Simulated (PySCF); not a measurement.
CH11NOSi3, SMILES O(C([SiH3])[SiH3])[SiH2]N.

Geometry: PBE0-D3(BJ)/def2-SVP. This is a generated structure with no PubChem entry under its InChIKey; it may be hypothetical. Other conformers were not sampled.

Computed with PBE/def2-TZVP (PySCF).

Symmetry labels are those of the subgroup Cs that the program uses (full group Cs).

Computed valence orbital energies around the gap with their symmetry:
```tsv
orbital	symmetry	energy (eV)
HOMO−7	A'	-8.46
HOMO−6	A'	-8.33
HOMO−5	A"	-8.21
HOMO−4	A"	-8.18
HOMO−3	A"	-7.96
HOMO−2	A'	-7.22
HOMO−1	A'	-6.54
HOMO	A"	-5.96
LUMO	A'	-0.62
LUMO+1	A'	-0.47
LUMO+2	A'	-0.13
LUMO+3	A'	0.21
```
